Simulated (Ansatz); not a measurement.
Start from `N=C(F)S[SiH2]F` and change one atom or group to get `N=C(F)S`.

Ansatz, PBE0-D4/def2-TZVP geometries, multiplicity 1. Each molecule was computed in one conformer, which needn't be the lowest.

| property | `N=C(F)S[SiH2]F` |
| --- | --- |
| LUMO energy (PBE/def2-TZVPP) / eV | -1.76 |
| size of the dipole moment (PBE/def2-TZVPP) / D | 0.81 |
| size of the dipole moment (B3LYP/def2-TZVPP) / D | 0.91 |
| HOMO energy (PBE/def2-TZVPP) / eV | -6.79 |
| HOMO–LUMO gap (B3LYP/def2-TZVPP) / eV | 6.70 |
| HOMO energy (B3LYP/def2-TZVPP) / eV | -7.77 |

Problem. Give the same properties after the change, and the shifts. (Estimate.)

Solution. The calculation gave: 
| property | `N=C(F)S` | shift |
| --- | --- | --- |
| LUMO energy (PBE/def2-TZVPP) / eV | -1.40 | 0.36 |
| size of the dipole moment (PBE/def2-TZVPP) / D | 2.80 | 1.99 |
| size of the dipole moment (B3LYP/def2-TZVPP) / D | 2.98 | 2.07 |
| HOMO energy (PBE/def2-TZVPP) / eV | -6.73 | 0.06 |
| HOMO–LUMO gap (B3LYP/def2-TZVPP) / eV | 7.00 | 0.30 |
| HOMO energy (B3LYP/def2-TZVPP) / eV | -7.74 | 0.03 |

The zero-point energy changes by -34.0 kJ/mol with -9 modes. Dipoles are sizes alone; their direction can turn.

Positive LUMOs are unbound, so they and the gaps depend on the basis.

B3LYP here is the variant with VWN-RPA as its local correlation; programs differ in this.
